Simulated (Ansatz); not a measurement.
Coupled-cluster run, `[NH2][GaH][B](N)S`.

```yaml
crystal:
  periodic: [false, false, false]
  atoms:
    - {symbol: N, position_ang: [-0.870621, 2.145143, -0.347387]}
    - {symbol: Ga, position_ang: [0.296679, 0.803364, -0.743466]}
    - {symbol: B, position_ang: [0.229756, -0.989582, 0.328817]}
    - {symbol: N, position_ang: [1.127294, -2.017703, 0.034028]}
    - {symbol: S, position_ang: [-0.968649, -1.297669, 1.666267]}
    - {symbol: H, position_ang: [-1.576082, 2.112235, 0.368809]}
    - {symbol: H, position_ang: [-0.883387, 3.027996, -0.829618]}
    - {symbol: H, position_ang: [1.277318, 1.178088, -1.919421]}
    - {symbol: H, position_ang: [1.149724, -2.905716, 0.511071]}
    - {symbol: H, position_ang: [1.822011, -1.936065, -0.687433]}
    - {symbol: H, position_ang: [-1.604032, -0.120081, 1.618343]}
basis:
  gaussian: {orbitals: def2-TZVPP}
correlation: {method: ccsd_t}
output: {orbitals: {seedname: orbitals}}
```

```sh
$ ansatz run in.yaml --threads 4 --pin off --events-out ev --progress --plain
```

Log, shortened:

```
Functional definition: HF
1596 factors; integrals over basis functions are off by at most 1.0e-3 eV
mean field evaluation 1: about -66880.2130 eV, gradient 5.0e1 eV
mean field evaluation 2: about -66880.3728 eV, gradient 5.0e1 eV
mean field evaluation 4: about -66885.8209 eV, gradient 4.3e0 eV
mean field evaluation 8: about -66885.9050 eV, gradient 4.4e-1 eV
mean field evaluation 16: about -66885.9062 eV, gradient 2.4e-6 eV
mean field -66885.90615470 eV, -2458.0117142898 hartree, gradient 2.4e-6 eV, S^2 0.000000; 0 other end points of the search recorded, 0 dependent functions left out
17 core orbitals not correlated: weight in the atoms' cores, before any rotation towards them, 1.000 or more for the frozen orbitals, at most 0.000 for the correlated occupied ones
reference -66885.90615470 eV, -2458.0117142898 hartree; 19, 19 occupied and 231, 231 virtual orbitals, 1596 factors
second order -25.54337720 eV of doubles, -0.00000000 eV of singles
cycle   1  -25.66422480 eV  change   -1.2e-1 eV  update   1.2e-1
cycle   2  -26.39113014 eV  change   -7.3e-1 eV  update   3.7e-2
cycle   3  -26.53408021 eV  change   -1.4e-1 eV  update   2.1e-2
cycle   4  -26.51809379 eV  change    1.6e-2 eV  update   5.9e-3
cycle   5  -26.51583821 eV  change    2.3e-3 eV  update   3.4e-3
cycle   6  -26.51652348 eV  change   -6.9e-4 eV  update   1.1e-3
cycle   7  -26.51610660 eV  change    4.2e-4 eV  update   5.1e-4
cycle   8  -26.51607720 eV  change    2.9e-5 eV  update   1.6e-4
cycle   9  -26.51614452 eV  change   -6.7e-5 eV  update   6.7e-5
cycle  10  -26.51614152 eV  change    3.0e-6 eV  update   2.6e-5
perturbative correction -1.14710864 eV, -0.0421554651 hartree
Total energy: -66913.56940486 eV, -2459.0283199823 hartree
```

Run time 6 min (4 threads of a server CPU on a shared host); peak host memory 6.7 GiB.

Correlation energy per correlated electron: -0.728 eV. T1 diagnostic: 0.0143.
